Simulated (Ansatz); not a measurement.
The cluster Ag₃H₃⁺, relaxed as a doublet with UKS B3LYP-D4/def2-TZVP in Ansatz, starting from the GFN1-xTB geometry. Force threshold 0.02 eV/Å.

In the def2 sets Ag takes a core potential; there is no spin–orbit coupling. The relaxation made no stability test and no search for a lower SCF solution. No other spin state of charge 1 was run. Another isomer (doublet) lies 1.07 eV lower at PBE0-D4/def2-TZVP; other spin states weren't run for this one.

Start:

```
atom    x (Å)    y (Å)    z (Å)
 Ag1   1.0516  -0.1504  -0.7303
 Ag2  -1.2445   1.3348  -0.3240
 Ag3  -0.4162  -1.1003   1.4827
  H4  -1.3372   0.2163   0.8993
  H5   0.8995   0.9838  -1.7635
  H6   1.0469  -1.2841   0.4358
```

```
step  energy (eV)  largest force component (eV/Å)  SCF passes
   1  -12044.9159                           1.403          20
   2  -12045.2851                           0.629          29
   3  -12045.4513                           0.358          29
   4  -12045.5064                           0.416          26
   5  -12045.5219                           0.032          23
   6  -12045.5226                           0.023          22
   7  -12045.5228                           0.007          22
```

Force components are those of the run's own axes.

End:

```tsv
atom	x (Å)	y (Å)	z (Å)
Ag1	1.0041	-0.2252	-0.6129
Ag2	-1.1177	1.5462	-0.6471
Ag3	-0.3855	-1.2091	1.5647
H4	-1.0688	0.2398	0.6525
H5	0.4273	1.1664	-1.5561
H6	1.1407	-1.5181	0.5989
```

Bonds formed: Ag2–H5 (atoms count from 1).

No frequencies were taken in this run, so the end may be a saddle point.

Run time 20 s (4 threads of Arm Neoverse V2 on a shared host).
